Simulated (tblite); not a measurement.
Compound: C6H10OS.
Bonds: C1–C2 (double), C2–C3, C3–C4, C4–C5, C5–S6 (double), C5–O7, O7–C8. Hydrogens: H9, H10 on C1; H11 on C2; H12, H13 on C3; H14, H15 on C4; H16, H17, H18 on C8.

Computed with GFN2-xTB (tblite), gas phase: Langevin dynamics at 300 K from the optimised GFN2-xTB geometry, time step 0.5 fs, friction 0.01 fs⁻¹, 2000 steps. The instantaneous temperature is 2·E(kin)/(3Nk) with all 3N coordinates.

```tsv
t (fs)	T (K)	E(pot) above start (eV)	C1=C2 (Å)	C2–C3 (Å)	C3–C4 (Å)	C4–C5 (Å)	C5=S6 (Å)	C1–H9 (Å)	C1–C2–C3–C4 (°)
0	254	0.000	1.319	1.496	1.541	1.498	1.630	1.077	118
25	213	0.457	1.314	1.501	1.549	1.520	1.613	1.045	121
50	227	0.360	1.321	1.539	1.532	1.520	1.608	1.094	120
75	189	0.405	1.359	1.488	1.539	1.491	1.628	1.062	124
100	218	0.389	1.328	1.486	1.540	1.494	1.607	1.068	141
125	260	0.523	1.299	1.520	1.597	1.504	1.623	1.126	123
150	225	0.576	1.309	1.480	1.555	1.504	1.635	1.070	120
175	232	0.656	1.330	1.492	1.587	1.530	1.642	1.039	124
200	324	0.515	1.321	1.494	1.516	1.484	1.632	1.121	133
225	286	0.628	1.295	1.524	1.496	1.481	1.623	1.068	136
250	314	0.663	1.318	1.500	1.540	1.513	1.671	1.075	137
275	263	0.799	1.364	1.462	1.573	1.517	1.607	1.071	118
300	235	0.849	1.321	1.491	1.547	1.522	1.650	1.064	111
325	357	0.638	1.296	1.548	1.550	1.484	1.620	1.107	102
350	387	0.664	1.348	1.460	1.502	1.521	1.631	1.096	128
375	351	0.620	1.352	1.476	1.516	1.500	1.607	1.089	132
400	412	0.634	1.309	1.517	1.530	1.523	1.603	1.077	135
425	424	0.517	1.291	1.568	1.561	1.523	1.616	1.073	112
450	236	0.876	1.333	1.495	1.508	1.574	1.655	1.108	112
475	364	0.462	1.345	1.461	1.541	1.501	1.650	1.068	117
500	307	0.638	1.306	1.528	1.533	1.499	1.603	1.040	134
525	287	0.701	1.287	1.511	1.506	1.551	1.634	1.122	132
550	267	0.741	1.338	1.459	1.564	1.534	1.576	1.053	137
575	266	0.591	1.329	1.473	1.607	1.592	1.617	1.067	125
600	273	0.519	1.308	1.496	1.535	1.507	1.581	1.114	118
625	262	0.602	1.311	1.530	1.522	1.553	1.645	1.059	127
650	340	0.472	1.325	1.503	1.568	1.506	1.626	1.078	130
675	224	0.793	1.308	1.470	1.574	1.457	1.614	1.117	104
700	301	0.553	1.295	1.476	1.571	1.526	1.649	1.048	98
725	233	0.690	1.335	1.447	1.545	1.508	1.650	1.089	92
750	285	0.546	1.312	1.457	1.570	1.493	1.678	1.061	104
775	351	0.605	1.305	1.461	1.577	1.517	1.653	1.063	121
800	265	0.699	1.344	1.495	1.532	1.543	1.619	1.114	141
825	273	0.643	1.344	1.527	1.534	1.585	1.566	1.048	147
850	292	0.661	1.316	1.485	1.581	1.563	1.606	1.090	148
875	360	0.596	1.317	1.486	1.496	1.535	1.622	1.123	140
900	379	0.549	1.351	1.498	1.520	1.491	1.641	1.068	121
925	335	0.859	1.336	1.490	1.548	1.466	1.686	1.059	116
950	360	0.884	1.292	1.455	1.549	1.503	1.635	1.108	116
975	429	0.696	1.314	1.465	1.592	1.521	1.620	1.088	94
1000	441	0.594	1.349	1.510	1.535	1.506	1.612	1.053	94
```

Problem. From 500 fs on, how do temperature and potential energy compare with equipartition?

Solution. The mean temperature of these 21 frames is 311 K against the target 300 K, and the mean potential energy 0.65 eV against 48 × kT/2 = 0.62 eV for 48 classical harmonic modes. For 18 atoms in a canonical ensemble the temperature itself scatters by T·√(2/(3N)) = 58 K; here its standard deviation is 58 K. The whole run lasts only 10 friction times of 100 fs, so these averages carry a wide statistical error.

Problem. What are the kinetic and total energies of the listed frame with the highest potential energy?

Solution. The one at 950 fs, 0.884 eV above the start. Its kinetic energy is 3NkT/2 = 0.838 eV at 360 K, so the sum is 1.72 eV; over the listed frames the sum runs from 0.59 to 1.72 eV, since the thermostat adds and removes energy.

Problem. How much do the listed bonds fluctuate from 500 fs on?

Solution. 
```json
{"bond": "C1=C2", "at the start (Å)": "1.319", "mean (Å)": "1.320", "standard deviation (Å)": "0.019"}
{"bond": "C2–C3", "at the start (Å)": "1.496", "mean (Å)": "1.487", "standard deviation (Å)": "0.025"}
{"bond": "C3–C4", "at the start (Å)": "1.541", "mean (Å)": "1.550", "standard deviation (Å)": "0.028"}
{"bond": "C4–C5", "at the start (Å)": "1.498", "mean (Å)": "1.522", "standard deviation (Å)": "0.034"}
{"bond": "C5=S6", "at the start (Å)": "1.630", "mean (Å)": "1.625", "standard deviation (Å)": "0.030"}
{"bond": "C1–H9", "at the start (Å)": "1.077", "mean (Å)": "1.079", "standard deviation (Å)": "0.027"}
```

The motion is classical and holds no zero-point motion.

What follows is the cost of the whole dynamics run. Time: 42 s of wall time; peak memory 0.18 GiB. Hardware: one thread, Intel Xeon at 2.50 GHz (x86_64), shared host.
